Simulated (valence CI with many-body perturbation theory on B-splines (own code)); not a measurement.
## E1 line list for Cr IV

Method: valence CI with perturbative core correlation (CI+MBPT): three valence electrons over a frozen Dirac-Fock core [Ar], radial functions for each j: 7 s, 7 p, 8 d, 6 f, 4 g, 1 h, with the one-electron correlation potential Σ1, the two-electron term Σ2, the three-electron term Σ3, Breit, model QED; selected CI, second order for the rest, scaled by the run's own slope (own B-spline code, finite nucleus).

Against 66 measured levels this calculation errs by 1294 cm⁻¹ on average and by 2161 at most. These come from a selection out of Sugar and Corliss, J. Phys. Chem. Ref. Data 6, 317 (1977). Levels without a partner in it may be off by more, other configurations by 1,000 to 8,000 cm⁻¹. The list stops below the first excitations out of the core.

Lines 101 to 150 of 600 in falling wavelength, among levels below 32.891 eV, chosen from the strongest by gf and those to the six lowest levels. Wavelengths and rates use the calculated energies, so an error of 1000 cm⁻¹ moves a line at 1565 Å by 1.6 % and its rate by three times that or more. Electric multipoles are in the length gauge, E1 and E2 with the static RPA response of the core. Weak lines are less certain than strong ones. Lines between different terms over intervals too small for the method are left out, as are lines whose strength nearly cancels. Where a level lies close to another of its J and parity, the split of strength between their lines is uncertain. The highest levels of a list are the least certain.

Names give the largest LS component (configuration and term), which can be under half, so a name can repeat, a term be missing and a line seem to break the LS rules; names also repeat where a configuration has a term twice. Letters in brackets count levels of one name in rising energy.

| λ vac (Å) | Upper | Lower | A (s⁻¹) | S (a.u.) |
| --- | --- | --- | --- | --- |
| 1565 | 3d2 4d 2P_1/2 [b] | 3d2 4p 2P°_3/2 [b] | 1.63e+08 | 6.16e-01 |
| 1561 | 3d2 4d 2P_1/2 [b] | 3d2 4p 2P°_1/2 [b] | 2.45e+08 | 9.20e-01 |
| 1545 | 3d2 4d 2G_9/2 [a] | 3d2 4p 2F°_7/2 [b] | 3.79e+07 | 6.89e-01 |
| 1533 | 3d2 4d 2F_5/2 [c] | 3d2 4p 2F°_5/2 [c] | 3.44e+08 | 3.67e+00 |
| 1519 | 3d2 4d 2F_7/2 [c] | 3d2 4p 2F°_7/2 [c] | 3.30e+08 | 4.57e+00 |
| 1513 | 3d2 4d 2D_5/2 [a] | 3d2 4p 2F°_7/2 [b] | 9.48e+07 | 9.74e-01 |
| 1509 | 3d2 4d 2D_3/2 [a] | 3d2 4p 2P°_1/2 [a] | 9.88e+07 | 6.71e-01 |
| 1505 | 3d2 4d 4F_9/2 [a] | 3d2 4p 4D°_7/2 [b] | 1.70e+08 | 2.86e+00 |
| 1503 | 3d2 4d 2D_3/2 [a] | 3d2 4p 2F°_5/2 [b] | 9.17e+07 | 6.15e-01 |
| 1503 | 3d2 4d 4P_3/2 [a] | 3d2 4p 4S°_3/2 | 1.17e+08 | 7.85e-01 |
| 1497 | 3d2 4d 2D_3/2 [b] | 3d2 4p 2F°_5/2 [c] | 2.96e+08 | 1.96e+00 |
| 1496 | 3d2 4d 4F_7/2 [a] | 3d2 4p 4D°_5/2 [b] | 1.37e+08 | 1.81e+00 |
| 1495 | 3d2 4d 4P_5/2 [a] | 3d2 4p 4S°_3/2 | 1.32e+08 | 1.31e+00 |
| 1493 | 3d2 4d 4F_3/2 [a] | 3d2 4p 4D°_1/2 [b] | 1.25e+08 | 8.23e-01 |
| 1493 | 3d2 4d 4F_5/2 [a] | 3d2 4p 4D°_3/2 [b] | 1.28e+08 | 1.26e+00 |
| 1492 | 3d2 4p 2G°_9/2 [b] | 3d2 4s 2F_7/2 | 4.15e+07 | 6.81e-01 |
| 1490 | 3d 4s2 2D_3/2 | 3d2 4p 2P°_1/2 [b] | 8.49e+07 | 5.55e-01 |
| 1489 | 3d2 4d 2D_5/2 [a] | 3d2 4p 2P°_3/2 [a] | 9.82e+07 | 9.60e-01 |
| 1474 | 3d 4s2 2D_5/2 | 3d2 4p 2P°_3/2 [b] | 1.65e+08 | 1.56e+00 |
| 1472 | 3d2 4d 2D_5/2 [b] | 3d2 4p 2F°_7/2 [c] | 4.06e+08 | 3.84e+00 |
| 1463 | 3d2 4d 2F_7/2 [a] | 3d2 4p 2G°_9/2 [a] | 1.36e+08 | 1.68e+00 |
| 1462 | 3d2 4d 2F_5/2 [a] | 3d2 4p 2G°_7/2 [a] | 1.46e+08 | 1.35e+00 |
| 1458 | 3d2 4d 2D_3/2 [c] | 3d2 4p 2F°_5/2 [c] | 3.30e+08 | 2.01e+00 |
| 1445 | 3d2 4d 2D_5/2 [c] | 3d2 4p 2F°_7/2 [c] | 2.21e+08 | 1.98e+00 |
| 1427 | 3d2 4d 2D_3/2 [b] | 3d2 4p 2P°_1/2 [b] | 1.55e+08 | 8.87e-01 |
| 1426 | 3d2 4d 2G_7/2 [c] | 3d2 4p 2F°_5/2 [c] | 3.87e+08 | 4.43e+00 |
| 1418 | 3d2 4d 2D_5/2 [b] | 3d2 4p 2P°_3/2 [b] | 2.87e+08 | 2.43e+00 |
| 1415 | 3d2 4d 2F_5/2 [a] | 3d2 4p 2D°_5/2 [a] | 9.50e+07 | 7.97e-01 |
| 1413 | 3d2 4d 2G_9/2 [c] | 3d2 4p 2F°_7/2 [c] | 4.04e+08 | 5.62e+00 |
| 1410 | 3d2 4p 2D°_5/2 [c] | 3d2 4s 2F_7/2 | 9.96e+07 | 8.28e-01 |
| 1410 | 3d2 5s 2F_5/2 | 3d2 4p 2D°_3/2 [c] | 7.27e+07 | 6.04e-01 |
| 1408 | 3d2 4d 4P_5/2 [b] | 3d2 4p 2P°_3/2 [b] | 6.60e+07 | 5.46e-01 |
| 1407 | 3d2 4d 2F_5/2 [c] | 3d2 4p 2D°_3/2 [c] | 1.03e+09 | 8.52e+00 |
| 1406 | 3d2 4d 2F_5/2 [c] | 3d2 4p 2D°_5/2 [c] | 7.69e+07 | 6.33e-01 |
| 1405 | 3d2 4d 2F_7/2 [a] | 3d2 4p 2D°_5/2 [a] | 2.89e+08 | 3.16e+00 |
| 1405 | 3d2 4d 2F_7/2 [c] | 3d2 4p 2D°_5/2 [c] | 1.18e+09 | 1.29e+01 |
| 1404 | 3d2 4d 2F_5/2 [a] | 3d2 4p 4D°_3/2 [a] | 1.54e+08 | 1.26e+00 |
| 1398 | 3d2 4d 2F_5/2 [a] | 3d2 4p 4D°_5/2 [a] | 1.17e+08 | 9.46e-01 |
| 1397 | 3d2 4d 4D_5/2 [a] | 3d2 4p 2D°_5/2 [a] | 1.47e+08 | 1.18e+00 |
| 1395 | 3d2 4d 4D_1/2 [a] | 3d2 4p 4D°_3/2 [a] | 3.30e+08 | 8.83e-01 |
| 1393 | 3d2 4d 2D_5/2 [c] | 3d2 4p 2P°_3/2 [b] | 3.91e+08 | 3.13e+00 |
| 1391 | 3d2 4d 2D_3/2 [c] | 3d2 4p 2P°_1/2 [b] | 5.36e+08 | 2.85e+00 |
| 1391 | 3d2 4d 4D_5/2 [a] | 3d2 4p 4D°_7/2 [a] | 1.38e+08 | 1.10e+00 |
| 1391 | 3d2 4d 4D_3/2 [a] | 3d2 4p 4D°_3/2 [a] | 3.28e+08 | 1.74e+00 |
| 1389 | 3d2 4d 2F_7/2 [a] | 3d2 4p 4D°_5/2 [a] | 1.42e+08 | 1.50e+00 |
| 1389 | 3d2 4d 2F_5/2 [a] | 3d2 4p 2D°_3/2 [a] | 4.74e+08 | 3.76e+00 |
| 1388 | 3d2 4d 4D_7/2 [a] | 3d2 4p 2D°_5/2 [a] | 1.44e+08 | 1.52e+00 |
| 1387 | 3d2 4d 2P_1/2 [c] | 3d2 4p 2P°_1/2 [b] | 3.17e+08 | 8.35e-01 |
| 1387 | 3d2 4d 4D_1/2 [a] | 3d2 4p 4D°_1/2 [a] | 7.09e+08 | 1.87e+00 |
| 1386 | 3d2 4d 2P_3/2 [b] | 3d2 4p 2D°_5/2 [b] | 1.20e+08 | 6.30e-01 |
